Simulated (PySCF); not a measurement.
Mean harmonic wavenumber (cm⁻¹) of eight silicon and germanium compounds: PBE-D3(BJ) beside PBE0-D3(BJ), computed with PySCF for isolated molecules in the bases named; differences from unrounded values. The eight are the first of their class met in an unordered collection, after screening for sound electronic states; none was chosen by its value. Each level has its own optimised geometry.

```
molecule                                                          basis  PBE0-D3(BJ)  PBE-D3(BJ)  difference
-------------------------------------------------------------  --------  -----------  ----------  ----------
C2H10ClNSi2, SMILES CN[Si@@H](Cl)C[SiH3]                       def2-SVP         1235        1195         -40
Ge(F)2(Cl)(NH2) (ClF₂GeH₂N), SMILES [NH2][Ge]([F])([F])[Cl]    def2-SVP          938         905         -33
2-chlorosilylpropan-2-ol (C₃H₉ClOSi), SMILES OC(C)(C)[SiH2]Cl  def2-SVP         1317        1272         -45
CH8FNOSi2, SMILES C[SiH2]N[Si@H](O)F                           def2-SVP         1185        1146         -39
C3H6GeO, SMILES [GeH2]1[O]C=[C]1C                              def2-SVP         1289        1239         -50
CH6O2Si2, SMILES O[Si@H]1OC[SiH2]1                             def2-SVP         1175        1131         -44
CH7ClOSi2, SMILES [SiH3]CO[SiH2]Cl                             def2-SVP         1120        1081         -39
C2H7FSi2, SMILES F[SiH2]/C=C\[SiH3]                            def2-SVP         1139        1100         -39
```

PBE-D3(BJ) lies below PBE0-D3(BJ) in 8 and above it in 0 of the eight; the mean signed difference is -41 and the largest -50 cm⁻¹.
